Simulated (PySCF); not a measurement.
**Correlation energy of Ne⁺ (neon, charge +1)**

Starting occupation: [He] 2s2 2p5, 2p1/2 with m_j = -1/2, +1/2, 2p3/2 with m_j = -1/2, +1/2, +3/2. Computed with PySCF 2.14 in an even-tempered Gaussian basis (20 s from 0.06 bohr⁻², ratio 2.4; 13 p from 0.077 bohr⁻², ratio 2.4; 6 d from 1.7 bohr⁻², ratio 2.6; 5 f from 2.6 bohr⁻², ratio 2.6), with X2C-1e with screened-nucleus spin-orbit coupling, Gaussian nucleus. Frozen: nothing; 9 electrons correlated; the 30 highest virtual spinors left out.

MP2 pair energies summed by pair of shells (mhartree):

```json
{"pair": "2p-2p", "energy": "-129.60", "share (%)": "45.9"}
{"pair": "2p-2s", "energy": "-76.09", "share (%)": "26.9"}
{"pair": "1s-1s", "energy": "-39.44", "share (%)": "14.0"}
{"pair": "1s-2p", "energy": "-20.12", "share (%)": "7.1"}
{"pair": "2s-2s", "energy": "-11.13", "share (%)": "3.9"}
{"pair": "1s-2s", "energy": "-6.02", "share (%)": "2.1"}
```

Total MP2 correlation energy: -282.41 mhartree.

The GHF reference relaxed away from the jj start to a determinant that is no pure jj level (⟨S²⟩ = 0.75, ⟨J²⟩ = 3.75); the energies belong to that determinant.
